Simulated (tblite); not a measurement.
Species: C2H9PSi2.
Structure used (GFN2-xTB), in Å, numbered top down from 1:
```
atom  x, y, z in Å
Si1   -2.709    0.626    0.006
C2    -0.847    0.349    0.042
C3    -0.229   -0.817    0.212
Si4    1.644   -1.023    0.258
P5     2.499    1.033   -0.003
H6    -3.389   -0.640    0.283
H7    -3.057    1.624    1.020
H8    -3.090    1.120   -1.320
H9    -0.222    1.232   -0.086
H10   -0.828   -1.711    0.343
H11    2.095   -1.521    1.564
H12    2.077   -1.975   -0.777
H13    2.258    1.102   -1.363
H14    3.797    0.601   -0.200
```

Computed values, GFN2-xTB/tblite, gas phase, harmonic and unscaled. This tight-binding method is rough: wavenumbers can miss measured ones by several per cent, in bad cases by 10 to 20. Modes of hydrogen on phosphorus and silicon can be 10 to 20 % off. One conformer, not necessarily the lowest.

Harmonic wavenumbers (cm⁻¹): 52.5, 82.6, 98.7, 123.9, 143.2, 204.3, 318.8, 408.2, 477.3, 497.4, 526.6, 554.7, 624.7, 681.7, 689.2, 702.2, 760.8, 778.9, 781.7, 786.3, 795.3, 808.5, 1023.8, 1151.0, 1177.1, 1297.4, 1627.4, 2179.2, 2207.3, 2247.2, 2258.0, 2265.2, 2307.2, 2394.0, 2959.9, 3022.2.

A = 4797, B = 930.8, C = 798.0 MHz; mass 119.998 u (most abundant isotopes); point group C1, symmetry number 1.

What is the zero-point energy?

Half the sum of the wavenumbers: 19507 cm⁻¹ = 55.77 kcal/mol.

Entropy at 500 K, 1 bar (ideal gas, RRHO, classical rotation)?

Translation 42.86, rotation 30.43, vibration 45.36: S = 118.6 cal/(mol K).

And Cp and H(500 K) − H(0)?

Cp = 48.53 cal/(mol K), of which vibrations give 40.58 (their classical limit is 36 R = 71.5); H(500 K) − H(0) = 15.33 kcal/mol without the zero-point energy, 11.36 from vibrations.

What must be added to the electronic energy to get the Gibbs energy at 500 K and 1 bar?

ZPE + [H(500 K) − H(0)] − T·S = 55.77 + 15.33 − 59.32 = 11.78 kcal/mol.

Which modes carry the vibrational entropy at 500 K?

52.5 cm⁻¹: 5.74; 82.6 cm⁻¹: 4.85; 98.7 cm⁻¹: 4.50; 123.9 cm⁻¹: 4.05; 143.2 cm⁻¹: 3.76; 204.3 cm⁻¹: 3.07 cal/(mol K); the other 30 give 19.39 together.

How do the functions run with temperature in this model?

```json
{"T (K)": "150", "S (cal/(mol K))": "77.1", "Cp (cal/(mol K))": "22.5", "H − H(0) (kcal/mol)": "2.32", "G − H(0) (kcal/mol)": "-9.24", "ln q(vib)": "2.94"}
{"T (K)": "250", "S (cal/(mol K))": "90.8", "Cp (cal/(mol K))": "32.0", "H − H(0) (kcal/mol)": "5.04", "G − H(0) (kcal/mol)": "-17.65", "ln q(vib)": "5.42"}
{"T (K)": "298.15", "S (cal/(mol K))": "96.8", "Cp (cal/(mol K))": "36.1", "H − H(0) (kcal/mol)": "6.68", "G − H(0) (kcal/mol)": "-22.17", "ln q(vib)": "6.60"}
{"T (K)": "400", "S (cal/(mol K))": "108.4", "Cp (cal/(mol K))": "43.2", "H − H(0) (kcal/mol)": "10.74", "G − H(0) (kcal/mol)": "-32.63", "ln q(vib)": "9.06"}
{"T (K)": "600", "S (cal/(mol K))": "127.9", "Cp (cal/(mol K))": "52.8", "H − H(0) (kcal/mol)": "20.41", "G − H(0) (kcal/mol)": "-56.32", "ln q(vib)": "13.63"}
{"T (K)": "900", "S (cal/(mol K))": "151.2", "Cp (cal/(mol K))": "62.0", "H − H(0) (kcal/mol)": "37.75", "G − H(0) (kcal/mol)": "-98.33", "ln q(vib)": "19.75"}
```

q(vib) and H(0) count from the zero-point level.

Hindered rotation and anharmonicity are outside this model. Other conformers, if any are populated, would add a mixing term that is left out. The structure is chiral; the term R ln 2 for an equal mix with its mirror image is left out.

Time: 0.71 s of wall time. Hardware: Arm Neoverse N1, one thread (shared host). This covers the Hessian and the dipole derivatives.
